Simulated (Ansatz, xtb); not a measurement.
## C5H8FNSi: where a starting geometry ends

The starting geometry of this gas-phase singlet was built from a drawn formula by distance geometry and a force field; its bonds are those of `C[C@@H]1[SiH2]N=C1/C=C/F`.

```csv
atom,x (Å),y (Å),z (Å)
C,-0.8609,1.6969,-1.8572
C,0.2282,1.3216,-0.8609
C,-0.1901,0.2633,0.1836
C,-1.2043,0.4611,1.2143
C,-1.4117,-0.4872,2.0668
F,-2.3139,-0.3537,3.0806
N,0.5930,-0.7112,-0.0447
Si,1.4243,-0.0299,-1.4082
H,-0.4626,2.2337,-2.7039
H,-1.6266,2.3581,-1.4017
H,-1.3889,0.8281,-2.2338
H,0.7185,2.1961,-0.4323
H,2.8523,0.2933,-1.0806
H,1.0724,-0.7337,-2.6200
H,-1.7049,1.4467,1.2661
H,-0.9197,-1.5013,2.1587
```

**Question.** Predict what becomes of its bonds when it is optimised with r2SCAN-D4/def2-SVP.

**Answer.** It keeps its bonds, and is `C[C@@H]1[SiH2]N=C1/C=C/F`.

The energy falls by 0.65 eV over 10 steps:

```
step  E − E(last) (eV)
   1             0.646
   2             0.089
   3             0.031
   4             0.008
   5             0.003
   6             0.002
   7             0.001
   8             0.000
   9             0.000
  10             0.000
```

Final geometry (Å):

```yaml
atoms:
  - { symbol: C, position_ang: [-0.9234, 1.7391, -1.8170] }
  - { symbol: C, position_ang: [0.2233, 1.3212, -0.9029] }
  - { symbol: C, position_ang: [-0.1045, 0.2876, 0.1845] }
  - { symbol: C, position_ang: [-1.1696, 0.4811, 1.1723] }
  - { symbol: C, position_ang: [-1.4354, -0.4722, 2.0774] }
  - { symbol: F, position_ang: [-2.3830, -0.3332, 2.9962] }
  - { symbol: N, position_ang: [0.6647, -0.7654, 0.1151] }
  - { symbol: Si, position_ang: [1.4519, -0.0776, -1.3392] }
  - { symbol: H, position_ang: [-0.5644, 2.3930, -2.6270] }
  - { symbol: H, position_ang: [-1.7024, 2.2969, -1.2686] }
  - { symbol: H, position_ang: [-1.4082, 0.8661, -2.2837] }
  - { symbol: H, position_ang: [0.7025, 2.2100, -0.4497] }
  - { symbol: H, position_ang: [2.9206, 0.1765, -1.2299] }
  - { symbol: H, position_ang: [1.1808, -0.8253, -2.6041] }
  - { symbol: H, position_ang: [-1.7481, 1.4101, 1.1730] }
  - { symbol: H, position_ang: [-0.8997, -1.4261, 2.1304] }
```

From the same start GFN2-xTB reaches the same bonding as this run.

The end wasn't checked by frequencies. Run with Ansatz 0.2.0, 28 s on 4 threads of Arm Neoverse V1, on a shared host.
